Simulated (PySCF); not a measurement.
CH3BrMgO (SMILES C[O][Mg][Br]), singlet, geometry from GFN2-xTB (such geometries of metal compounds can be far from the true shape), atoms displaced at random by about 0.03 Å a coordinate; PBE0/STO-3G, gradient (PySCF).

Input for PySCF:
```python
from pyscf import gto, scf, dft

mol = gto.M(
    atom='''
Mg    0.43040783   -0.28817226   -0.26575757
Br   -0.92839082    0.74339642    1.21810761
O     1.26771393   -1.03794420   -1.56123189
C     1.91567500   -1.46862135   -2.70696119
H     2.19062961   -0.68546132   -3.36160742
H     2.77979078   -2.04095730   -2.46676391
H     1.20281490   -2.12711420   -3.30062817
''',
    basis='sto-3g',
    verbose=4,
)

mf = dft.RKS(mol)
mf.xc = 'pbe0'
mf.grids.level = 0
mf.kernel()
g = mf.nuc_grad_method()
g.grid_response = True
grad = g.kernel()
```

Output, abridged:

```
PySCF version 2.14.0

[INPUT] verbose = 4
[INPUT] num. atoms = 7
[INPUT] num. electrons = 64
[INPUT] charge = 0
[INPUT] spin (= nelec alpha-beta = 2S) = 0
[INPUT] symmetry False subgroup None
[INPUT] Mole.unit = angstrom
[INPUT] Symbol           X                Y                Z      unit          X                Y                Z       unit  Magmom
[INPUT]  1 Mg     0.430407830000  -0.288172260000  -0.265757570000 AA    0.813352920568  -0.544566648097  -0.502209022830 Bohr   0.0
[INPUT]  2 Br    -0.928390820000   0.743396420000   1.218107610000 AA   -1.754404386360   1.404815635782   2.301889773149 Bohr   0.0
[INPUT]  3 O      1.267713930000  -1.037944200000  -1.561231890000 AA    2.395632131996  -1.961430270581  -2.950300689037 Bohr   0.0
[INPUT]  4 C      1.915675000000  -1.468621350000  -2.706961190000 AA    3.620101093676  -2.775292132189  -5.115415278927 Bohr   0.0
[INPUT]  5 H      2.190629610000  -0.685461320000  -3.361607420000 AA    4.139690003263  -1.295334163783  -6.352517362106 Bohr   0.0
[INPUT]  6 H      2.779790780000  -2.040957300000  -2.466763910000 AA    5.253043257791  -3.856850328932  -4.661508203861 Bohr   0.0
[INPUT]  7 H      1.202814900000  -2.127114200000  -3.300628170000 AA    2.272990739546  -4.019663273673  -6.237283280324 Bohr   0.0

nuclear repulsion = 247.534268865968
number of shells = 22
number of NR pGTOs = 120
number of NR cGTOs = 40
basis = sto-3g
ecp = {}

******** <class 'pyscf.dft.rks.RKS'> ********
method = RKS
initial guess = minao
damping factor = 0
level_shift factor = 0
DIIS = <class 'pyscf.scf.diis.CDIIS'>
diis_start_cycle = 1
diis_space = 8
diis_damp = 0
SCF conv_tol = 1e-09
SCF conv_tol_grad = None
SCF max_cycles = 50
direct_scf = True
direct_scf_tol = 1e-13
XC library pyscf.dft.libxc version 7.1.2
    S. Lehtola, C. Steigemann, M. J. T. Oliveira, and M. A. L. Marques,  SoftwareX 7, 1–5 (2018)
XC functionals = pbe0
    C. Adamo and V. Barone,  J. Chem. Phys. 110, 6158 (1999)
    M. Ernzerhof and G. E. Scuseria,  J. Chem. Phys. 110, 5029 (1999)
radial grids:
    Treutler-Ahlrichs [JCP 102, 346 (1995); DOI:10.1063/1.469408] (M4) radial grids

becke partition: Becke, JCP 88, 2547 (1988); DOI:10.1063/1.454033
pruning grids: <function nwchem_prune>
grids dens level: 0
symmetrized grids: False
atomic radii adjust function: <function treutler_atomic_radii_adjust>
small_rho_cutoff = 0
Set gradient conv threshold to 3.16228e-05
Initial guess from minao.
tot grids = 8104
init E= -2853.40258277657
  HOMO = -0.435229870464632  LUMO = -0.10979006449086  gap/eV = 8.85567
cycle= 1 E= -2856.65723271759  delta_E= -3.25  |g|= 0.712  |ddm|= 3.33
  HOMO = 0.0922575742674161  LUMO = 0.171396657545291  gap/eV = 2.15348
cycle= 2 E= -2856.3342142223  delta_E= 0.323  |g|= 1.42  |ddm|= 2.67
  HOMO = -0.0929603389929269  LUMO = 0.180136407381685  gap/eV = 7.43134
cycle= 3 E= -2856.85192097162  delta_E= -0.518  |g|= 0.0705  |ddm|= 1.65
  HOMO = -0.0763647388744064  LUMO = 0.180716041118929  gap/eV = 6.99552
cycle= 4 E= -2856.85385488468  delta_E= -0.00193  |g|= 0.029  |ddm|=  0.2
  HOMO = -0.0874992375851714  LUMO = 0.175796199000162  gap/eV = 7.16463
cycle= 5 E= -2856.85418000339  delta_E= -0.000325  |g|= 0.00207  |ddm|= 0.052
  HOMO = -0.0880417938923552  LUMO = 0.176209856124501  gap/eV = 7.19065
cycle= 6 E= -2856.85418133303  delta_E= -1.33e-06  |g|= 0.000991  |ddm|= 0.00473
  HOMO = -0.087865147154831  LUMO = 0.17638376872848  gap/eV = 7.19058
cycle= 7 E= -2856.85418165458  delta_E= -3.22e-07  |g|= 0.000132  |ddm|= 0.00148
  HOMO = -0.0878202483159222  LUMO = 0.176374262912038  gap/eV = 7.18910
cycle= 8 E= -2856.85418166012  delta_E= -5.54e-09  |g|= 2.42e-05  |ddm|= 0.000177
  HOMO = -0.0878127165162369  LUMO = 0.176371702243839  gap/eV = 7.18882
cycle= 9 E= -2856.85418166033  delta_E= -2.05e-10  |g|= 1.23e-06  |ddm|= 4.16e-05
  HOMO = -0.0878123450662401  LUMO = 0.176372071383546  gap/eV = 7.18882
Extra cycle  E= -2856.85418166033  delta_E= -7.73e-12  |g|= 7.75e-07  |ddm|= 4.98e-06
converged SCF energy = -2856.85418166033

******** <class 'pyscf.grad.rks.Gradients'> for <class 'pyscf.dft.rks.RKS'> ********
unit = Eh/Bohr
grid_response = True
--------------- RKS gradients ---------------
         x                y                z
0 Mg    -0.0030858311     0.0044540296     0.0129180979
1 Br    -0.0142170428     0.0075786318     0.0133776005
2 O     0.0158558682    -0.0156732603    -0.0333301617
3 C     0.0746949284     0.0171379245    -0.0245583973
4 H    -0.0181809668    -0.0366124737     0.0328215160
5 H    -0.0383623008     0.0257507745    -0.0013530095
6 H    -0.0167046551    -0.0026356266     0.0001243540
----------------------------------------------
```
